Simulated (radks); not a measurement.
Task: These are the eigenvalues of the occupied orbitals of an atom or ion with whole-number occupations (hartree). Calculated with a radial shooting solver on a logarithmic mesh with Libxc functionals: scalar-relativistic Kohn-Sham, PBE, spin-polarised, spherical densities, finite nucleus; Fermi nuclear charge, rms radius of each element as measured or else 0.836 A^(1/3) + 0.57 fm.

1s up: -585.7967
1s down: -585.7961
2s up: -79.42514
2s down: -79.42472
2p up: -70.58709
2p down: -70.58669
3s up: -12.38628
3s down: -12.38553
3p up: -9.53383
3p down: -9.53303
3d up: -4.82484
3d down: -4.82394
4s up: -1.62279
4s down: -1.61894
4p up: -0.95831
4p down: -0.95245
5s up: -0.21252
6s up: -0.05055

Which element is it, and in what charge state? The configuration may be excited. Open shells, if any, are filled with parallel spins first.

Result: Z = 38, strontium, charge 0: Sr in [Kr] 5s1 6s1. The list shows which subshells hold electrons but not how many an open one holds; the 1s level, -585.8 hartree, gives Z - s = 34.2 by -(Z - s)^2/2, which with screening and relativity narrows Z to a few neighbours, and the depths of the outer levels then fix element, charge and occupations together.
